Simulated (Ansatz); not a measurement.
Calculated with Ansatz (gas phase, PBE0-D4/def2-TZVP geometries, no zero-point term in ΔE). CCSD(T)/CBS is the MP2 limit (def2-TZVPP, def2-QZVPP) plus CCSD(T) − MP2 in def2-TZVPP, frozen cores. DFT in def2-TZVPP. B3LYP here is the variant with VWN-RPA as its local correlation; programs differ in this. One conformer a species, not always the lowest.

`C[SiH2]OCO` + `C[NH][AlH][F]` → `C[N](C)[AlH][F]` + `OCO[SiH3]`  (substitution at a C–Si bond)

`C[SiH2]OCO`:

Z-matrix (Å, degrees):
```
C
Si 1 1.857
H 1 1.092 2 111.0
H 1 1.093 2 110.4 3 -120.2
H 1 1.092 2 110.7 3 120.3
O 2 1.659 1 106.8 3 -61.4
H 2 1.488 1 110.1 3 177.9
H 2 1.491 1 111.7 3 57.4
C 6 1.396 2 122.7 1 160.5
O 9 1.394 6 112.8 2 58.7
H 9 1.095 6 110.8 2 -59.2
H 9 1.096 6 106.5 2 -178.4
H 10 0.962 9 108.3 6 64.7
```

`C[NH][AlH][F]`:

```xyz
9

C    -0.145   -1.188    0.477
N     0.215    0.215    0.476
Al    0.060    1.352   -0.856
F     0.545    2.910   -0.601
H    -0.918   -1.419    1.219
H    -0.543   -1.472   -0.501
H     0.715   -1.838    0.675
H     0.589    0.515    1.364
H    -0.519    0.926   -2.253
```

`C[N](C)[AlH][F]`:

Cartesian coordinates in Å:
```
C -1.209 0.707 -0.105
N 0.025 -0.041 -0.049
C 0.737 0.144 1.192
Al 0.619 -1.076 -1.345
F -0.300 -1.190 -2.713
H -1.030 1.786 -0.001
H -1.895 0.411 0.701
H -1.718 0.541 -1.057
H 1.001 1.199 1.353
H 1.664 -0.435 1.200
H 0.136 -0.176 2.055
H 1.970 -1.869 -1.230
```

`OCO[SiH3]`:

Cartesian coordinates in Å:
```
O 1.682 -0.710 1.412
C 0.653 -0.764 0.492
O 0.196 0.532 0.201
Si -0.935 0.880 -0.942
H 1.345 -0.313 2.220
H -0.192 -1.365 0.864
H 1.070 -1.238 -0.403
H -1.104 2.350 -0.929
H -0.487 0.417 -2.285
H -2.229 0.210 -0.629
```

```
             level  ΔE (kJ/mol)  difference from CCSD(T)/CBS
            PBE-D4         81.9                         -3.6
         r2SCAN-D4         86.4                          0.9
           PBE0-D4         83.9                         -1.6
           ωB97M-V         86.7                          1.2
            B2PLYP         83.4                         -2.1
               PBE         82.8                         -2.7
            r2SCAN         86.7                          1.2
              PBE0         84.6                         -0.9
             B3LYP         82.8                         -2.7
SCS-MP2/def2-TZVPP         80.8                         -4.7
   CCSD/def2-TZVPP         82.9                         -2.6
     HF/def2-QZVPP         80.7                         -4.8
    MP2/def2-QZVPP         86.4                          0.9
SCS-MP2/def2-QZVPP         82.8                         -2.7
      HF/CBS(def2)         80.7                         -4.8
     MP2/CBS(def2)         87.8                          2.3
       CCSD(T)/CBS         85.5                            0
```

Largest T1 diagnostic among the species: 0.012.
